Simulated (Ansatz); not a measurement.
Ansatz (a first-principles code) input (CCSD(T)/aug-cc-pV(D+d)Z):
A basis named .json is the Basis Set Exchange file of that set.

Ansatz 0.2 input:
```yaml
crystal:
  periodic: [false, false, false]
  atoms:
    - {symbol: Si, position_ang: [0.34699007, 0.39812116, 0.18158183]}
    - {symbol: C, position_ang: [-1.51244605, 0.18557296, 0.19095063]}
    - {symbol: F, position_ang: [0.99778404, -0.82571578, -0.64998435]}
    - {symbol: H, position_ang: [0.91208954, 0.32284150, 1.56001238]}
    - {symbol: H, position_ang: [-1.77273916, -0.79249230, 0.60609456]}
    - {symbol: H, position_ang: [-1.97323805, 0.95809902, 0.81014782]}
    - {symbol: H, position_ang: [-1.92935342, 0.25585982, -0.81424493]}
basis:
  gaussian:
    orbitals: aug-cc-pV_D+d_Z.json
magnetization: {spin_polarized: true, initial_magnetization: 1}
correlation: {method: ccsd_t, electrons: outside_noble_gas}
output: {forces: true}
```

Output:

```
Functional definition: HF
integrals: 0.31 GiB planned
1129 factors; integrals over basis functions are off by at most 1.0e-3 eV
mean field: 0.38 GiB planned
mean field evaluation 1: about -11660.1418 eV, gradient 2.5e1 eV
mean field evaluation 2: about -11660.1425 eV, gradient 2.5e1 eV
mean field evaluation 4: about -11663.2133 eV, gradient 2.6e0 eV
mean field evaluation 8: about -11663.2947 eV, gradient 1.3e-1 eV
mean field evaluation 16: about -11663.2817 eV, gradient 9.9e-1 eV
mean field -11663.29509454 eV, -428.6181890590 hartree, gradient 1.0e-6 eV, S^2 0.753041; 0 other end points of the search recorded, 0 dependent functions left out
7 core orbitals not correlated
reference -11663.29509454 eV, -428.6181890590 hartree; 10, 9 occupied and 97, 98 virtual orbitals, 1129 factors
densities: 2.03 GiB planned
second order -12.06521032 eV of doubles, -0.00000000 eV of singles
coupled cluster: 1.18 GiB planned
cycle   1  -12.53470680 eV  change   -4.7e-1 eV  update   8.6e-2
cycle   2  -12.84669089 eV  change   -3.1e-1 eV  update   2.7e-2
cycle   3  -12.94000945 eV  change   -9.3e-2 eV  update   1.5e-2
cycle   4  -12.93882584 eV  change    1.2e-3 eV  update   3.8e-3
cycle   5  -12.93708332 eV  change    1.7e-3 eV  update   1.8e-3
cycle   6  -12.93736404 eV  change   -2.8e-4 eV  update   6.6e-4
cycle   7  -12.93743114 eV  change   -6.7e-5 eV  update   2.6e-4
cycle   8  -12.93743750 eV  change   -6.4e-6 eV  update   9.0e-5
cycle   9  -12.93746190 eV  change   -2.4e-5 eV  update   3.6e-5
cycle  10  -12.93746217 eV  change   -2.6e-7 eV  update   1.5e-5
cycle  11  -12.93745888 eV  change    3.3e-6 eV  update   7.2e-6
cycle  12  -12.93746166 eV  change   -2.8e-6 eV  update   3.4e-6
perturbative correction -0.34679163 eV, -0.0127443572 hartree
the calculation of the forces begins
Total energy: -11676.57934782 eV, -429.1063763628 hartree
Atom 0 at     0.346990     0.398121     0.181582 Å, force    -0.161006     0.685208     0.452198 eV/Å
Atom 1 at    -1.512446     0.185573     0.190951 Å, force     0.252377     0.033161    -0.012763 eV/Å
Atom 2 at     0.997784    -0.825716    -0.649984 Å, force     0.382511    -0.704476    -0.510837 eV/Å
Atom 3 at     0.912090     0.322842     1.560012 Å, force     0.035645     0.026911     0.069078 eV/Å
Atom 4 at    -1.772739    -0.792492     0.606095 Å, force    -0.105547    -0.417860     0.180321 eV/Å
Atom 5 at    -1.973238     0.958099     0.810148 Å, force    -0.215299     0.342599     0.275613 eV/Å
Atom 6 at    -1.929353     0.255860    -0.814245 Å, force    -0.188681     0.034456    -0.453610 eV/Å
Dipole moment:    -0.290790     0.163178     0.139973 e Å
```

It need not be the lowest isomer of its formula.
